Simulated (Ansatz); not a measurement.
The cluster Na₃Sb, relaxed as a singlet with RKS r2SCAN-D4/def2-TZVP in Ansatz, starting from the GFN2-xTB geometry. Force threshold 0.02 eV/Å.

In the def2 sets Sb takes a core potential; there is no spin–orbit coupling. The structure comes from a short search, and lower isomers may exist.

Start:

Cartesian coordinates in Å:
```
Na 1.105 -0.271 -1.632
Na -1.886 -0.580 -0.287
Na 0.138 1.868 0.702
Sb 0.643 -1.017 1.217
```

| step | energy (eV) | largest force component (eV/Å) | SCF passes |
| --- | --- | --- | --- |
| 1 | -19787.6064 | 0.793 | 18 |
| 2 | -19787.8314 | 0.299 | 22 |
| 3 | -19787.9862 | 0.131 | 22 |
| 4 | -19788.0124 | 0.042 | 21 |
| 5 | -19788.0130 | 0.001 | 25 |

Force components are those of the run's own axes.

End:

```xyz
4

Na    1.4553   -0.4938   -1.7784
Na   -2.1843   -0.8565   -0.1404
Na    0.2606    2.0908    1.0418
Sb    0.4685   -0.7404    0.8770
```

By distances, no bond broke or formed, bridged metal pairs apart. The bond that changes most is Na1–Sb4, from 2.98 to 2.84 Å (atoms count from 1). Metal–metal contacts that move far: Na1–Na2 3.29 to 4.01 Å, Na1–Na3 3.31 to 4.01 Å, Na2–Na3 3.33 to 4.01 Å.

No frequencies were taken in this run, so the end may be a saddle point.

Hardware: 4 threads of Arm Neoverse V2 on a shared host. Wall time 11 s.
